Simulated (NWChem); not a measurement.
CH₅ClO₂Si; SMILES Cl[SiH](O)OC

```xyz
10

Si     0.5418     0.1567    -0.3943
O      1.9000     0.7642     0.2942
Cl    -1.1295     1.2815     0.0963
O      0.2945    -1.3628     0.1811
C     -0.8569    -2.1583     0.0831
H      0.7304     0.2282    -1.8571
H      1.9802     0.6931     1.2506
H     -0.9746    -2.5749    -0.9326
H     -0.7646    -2.9981     0.7877
H     -1.7685    -1.5894     0.3345
```
Atoms are numbered in this order, from 1.

Computed with NWChem. Geometry: optimised at PBE0/def2-SVP.

Q: Among these, which level gives the highest value of “highest occupied level (eV)”?
(A) PBE/aug-cc-pVDZ
(B) PBE/cc-pVTZ
(C) PBE/cc-pVDZ

A: C, PBE/cc-pVDZ. Values: PBE/aug-cc-pVDZ -7.09; PBE/cc-pVTZ -7.03; PBE/cc-pVDZ -6.82
